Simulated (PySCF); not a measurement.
# What went wrong, or what changed?

The sound run of Eu(SH)3 (singlet in the valence; each metal's 4f electrons, 6 of them, lie in its core potential, out of spins and levels) uses PySCF 2.14.0, RKS TPSS, Eu lcecp-1-SVP with ECP52, S def2-SVP, H def2-SVP; non-relativistic Hamiltonian with scalar-relativistic core potentials where named; density fitting; no spin-orbit coupling, grid (50, 194), threshold 1e-8 and 55 cycles at the relaxed geometry. This run, with dm0 from free metal ions and neutral atoms, differs:

```python
mol = gto.M(atom='''
Eu    -0.00000     0.00000     0.92330
S      2.59965     0.40724     0.97972
H      2.93498    -0.91121     0.98418
S     -1.65250     2.04774     0.97972
H     -0.67836     2.99738     0.98418
S     -0.94715    -2.45498     0.97972
H     -2.25662    -2.08617     0.98417''',
    basis={'Eu': 'lcecp-1-SVP', 'S': 'def2-SVP', 'H': 'def2-SVP'},
    ecp={'Eu': 'lcecp-1-SVP'},
    charge=0, spin=0)
mf = dft.RKS(mol, xc='TPSS')
mf.grids.atom_grid = (50, 194)  # f atoms: unpruned, at least (60, 302)
mf = mf.density_fit()  # fitting sets: Eu AutoAux, S def2-universal-JKFIT, H def2-universal-JKFIT
mf.conv_tol = 1e-08; mf.max_cycle = 3
mf.kernel(dm0)
```

**Question.** What was changed, and how did it end?

**Answer.** The cycle limit was cut. The SCF did not converge. These settings are unsound on purpose: the numbers aren't the compound's.
```
init E= -1245.22716352927
cycle= 1 E= -1231.40550602921  delta_E= 13.8  |g|= 0.894  |ddm|= 3.24
cycle= 2 E= -1231.21811630384  delta_E= 0.187  |g|= 0.946  |ddm|= 2.35
cycle= 3 E= -1231.49107060071  delta_E= -0.273  |g|= 0.404  |ddm|= 1.99
SCF not converged.
```

Run from Python with OMP_NUM_THREADS=2; the lines above give its settings.
It took 1.6 s on 2 threads of Arm Neoverse V1, on a shared host.

No frequency check is given that shows the relaxed geometry to be a minimum. An lcecp potential fixes the number of 4f electrons, so in runs with it no electron can move into or out of that shell.
